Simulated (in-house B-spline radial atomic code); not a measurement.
A fraction x of an electron is moved 4d → 6p in neutral europium, starting from [Xe] 4f7 6s2 and keeping the highest spin. Level of theory: scalar-relativistic (X2C) PBE, spin-polarised, spherical fractional occupations, Fermi nucleus of rms radius 5.1115 fm; calculated with a B-spline radial code for spherical atoms.

```json
{"x": "0", "E(x) - E(0) (eV)": "0.0000", "4d down level (eV)": "-130.488", "6p up level (eV)": "-"}
{"x": "0.125", "E(x) - E(0) (eV)": "16.2215", "4d down level (eV)": "-131.722", "6p up level (eV)": "-1.414"}
{"x": "0.25", "E(x) - E(0) (eV)": "32.5793", "4d down level (eV)": "-132.999", "6p up level (eV)": "-1.574"}
{"x": "0.375", "E(x) - E(0) (eV)": "?", "4d down level (eV)": "?", "6p up level (eV)": "?"}
{"x": "0.5", "E(x) - E(0) (eV)": "65.7259", "4d down level (eV)": "-135.653", "6p up level (eV)": "-1.881"}
{"x": "0.625", "E(x) - E(0) (eV)": "82.5235", "4d down level (eV)": "-137.021", "6p up level (eV)": "-2.028"}
{"x": "0.75", "E(x) - E(0) (eV)": "99.4753", "4d down level (eV)": "-138.413", "6p up level (eV)": "-2.172"}
{"x": "0.875", "E(x) - E(0) (eV)": "?", "4d down level (eV)": "?", "6p up level (eV)": "?"}
{"x": "1", "E(x) - E(0) (eV)": "133.8541", "4d down level (eV)": "-141.256", "6p up level (eV)": "-2.452"}
```

Task: What belongs in the row x = 0.375?

Result: An energy change of 49.0792 eV; 4d down at -134.311 eV, 6p up at -1.730 eV.

Task: What belongs in the row x = 0.875?

Result: An energy change of 116.5845 eV; 4d down at -139.825 eV, 6p up at -2.313 eV.

Task: Check Janak's theorem between x = 0.125 and 0.25.

Result: The slope of the energy is 130.86 eV; the orbital levels give 130.87 eV (ε of the receiving orbital less ε of the emptying one, averaged over the two points).
